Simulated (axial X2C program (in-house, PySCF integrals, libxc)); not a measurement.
## Curves of GeCl by EOM-EA-CCSD

Calculated with an axial X2C code built on PySCF integrals: two-component X2C with atomic mean-field Coulomb and Gaunt terms, Gaussian nuclei, basis Ge dyall-acv3z, Cl dyall-av3z with contracted cores.

Energies in eV from the lowest point of the lowest state; states are followed by energy order within each Ω. Reference: GeCl⁺, 10 electrons correlated in 92 virtual spinors with an MP2 remainder; levels at this size can be off by some tenths of an eV. Masses 73.921 and 34.969 u.

| R (Å) | (1)Ω=1/2 | (1)Ω=3/2 | (2)Ω=1/2 | (3)Ω=1/2 |
| --- | --- | --- | --- | --- |
| 2.007 | 0.3056 | 0.4138 | 3.6643 | 4.2301 |
| 2.095 | 0.0732 | 0.1827 | 3.2942 | 4.1597 |
| 2.182 | 0.0000 | 0.1109 | 3.0270 | 4.2588 |
| 2.280 | 0.0479 | 0.1600 | 2.8319 | 4.4926 |
| 2.378 | 0.1975 | 0.2954 | 2.7245 | 4.8011 |
| 2.509 | 0.4726 | 0.5682 | 2.6922 | 5.2740 |

No minimum in range: (2)Ω=1/2; the order of states may turn beyond it. T1 of the reference reaches 0.032 (Lee–Taylor). Curves followed by order can swap character. Number of frozen shells: Ge 3 s, 2 p, 1 d; Cl 2 s, 1 p. Roots with under 60 % one-particle weight at any point are counted in the labels but not shown, and the list ends where the roots sought for some Ω run out; states that need a further excitation are missing and may lie low or lowest. Curves with a minimum but no constants failed the fit check.
